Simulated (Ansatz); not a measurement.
`C1[SiH2][AlH][SiH2][SiH2]1`, relaxed with RKS PBE-D4/def2-SVP in Ansatz 0.2.0 from a rough embedded geometry. The force threshold is 0.03 eV/Å; the program also tests the step.

Total charge 0; spin multiplicity 1.

Start:

```xyz
14

C     0.881   -0.514    1.084
Si   -0.715    0.185    1.644
Al   -1.354    1.493   -0.175
Si   -0.009    0.768   -1.857
Si    0.885   -0.988   -0.740
H     1.718    0.167    1.290
H     1.102   -1.472    1.701
H    -1.754   -0.887    1.871
H    -0.533    1.001    2.897
H    -2.949    1.609   -0.502
H    -0.628    0.352   -3.039
H     1.083    1.775   -2.095
H     0.023   -2.165   -0.908
H     2.249   -1.325   -1.172
```

Q: How much energy does the relaxation release, and in how many steps? (Best estimate.)

A: Computed: 92.53 kJ/mol, in 7 steps.

Q: Which bonds change most? (An estimate is asked.)

A: Computed: Al3–Si4 from 2.272 to 2.463 Å; Si2–Al3 from 2.330 to 2.471 Å; Si4–H11 from 1.398 to 1.507 Å; Si4–Si5 from 2.265 to 2.366 Å.

Q: Give the relaxed structure. (An estimate is asked.)

A: Ansatz gave: 
```xyz
14

C     0.947   -0.486    1.098
Si   -0.773    0.115    1.694
Al   -1.672    1.352   -0.247
Si   -0.013    0.708   -1.948
Si    0.923   -1.082   -0.716
H     1.660    0.364    1.170
H     1.332   -1.289    1.763
H    -1.641   -1.103    1.932
H    -0.665    0.835    3.018
H    -2.997    2.246   -0.375
H    -0.442    0.343   -3.346
H     1.046    1.788   -2.046
H     0.001   -2.274   -0.830
H     2.294   -1.517   -1.168
```
